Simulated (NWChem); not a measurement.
Species: disulfane (H2S2); SMILES SS

Computed with NWChem. Coordinates come from a PBE0/def2-SVP optimisation. Level: PBE0/def2-SVPD; the question gives the wavelength of the field.

### Question
Predict the results for field static. Quantities: isotropic polarisability (bohr³); anisotropy (bohr³).

### Answer
```yaml
isotropic polarisability (bohr³): 44.2
anisotropy (bohr³): 18.2
```
